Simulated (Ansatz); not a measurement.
`[SH][AlH][Br]` + CH₃OH → `C[O][AlH][Br]` + H₂S at 700 K and 1 bar (ligand exchange at the Al–S bond).

Gas-phase electronic energies from Ansatz, PBE0-D4/def2-TZVP geometries. CBS: MP2 limit from def2 TZ/QZ plus the TZ coupled-cluster correction, frozen cores. This one scheme is used for every species. For Br outer-core shells are correlated without core-valence functions, which leaves a few kJ/mol of doubt a bond. Scalar relativity is left out up to krypton. Each species was taken in one conformer, which may not be the lowest.

| species | CCSD(T)/CBS energy (Eh) | H − E (kJ/mol) | S (J/(mol·K)) |
| --- | --- | --- | --- |
| `[SH][AlH][Br]` | -3214.41891 | 95.8 | 386.2 |
| CH₃OH | -115.61712 | 170.8 | 288.5 |
| `C[O][AlH][Br]` | -2931.07194 | 195.3 | 435.6 |
| H₂S | -398.97279 | 64.8 | 236.9 |

H − E and S are ideal-gas, rigid-rotor, harmonic terms from PBE0-D4/def2-TZVP, for one conformer and one mirror image of each species. 1 Eh = 2625.50 kJ/mol, R = 8.31446 J/(mol·K).

By hand: ΔE, ΔH, ΔS and ΔG.

ΔE = (-2931.07194) + (-398.97279) − (-3214.41891) − (-115.61712) = -0.00870 Eh = -22.8 kJ/mol. Δ(H − E) = 195.3 + 64.8 − 95.8 − 170.8 = -6.5, so ΔH = -29.3 kJ/mol. ΔS = 435.6 + 236.9 − 386.2 − 288.5 = -2.2 J/(mol·K). ΔG = -29.3 − 700 × (-2.2)/1000 = -27.8 kJ/mol.

By hand: the equilibrium constant, and the temperature at which ΔG would vanish if ΔH and ΔS stayed fixed.

log₁₀ K = −ΔG/(RT ln 10) = 2.1. ΔG = 0 at ΔH/ΔS = 13318 K, far beyond where these terms or the molecules hold.

The number of gas molecules stays the same, so ΔS is small and ΔH decides. A doubt of 5 kJ/mol in ΔE shifts log₁₀ K by 0.4 here. Other conformers and mirror images would add mixing entropy, several J/(mol·K) or more a flexible species. These are equilibria of isolated gas molecules and say nothing of rates. Largest T1 diagnostic: 0.010 (customary marks: 0.02 for closed shells, 0.045 for open ones).
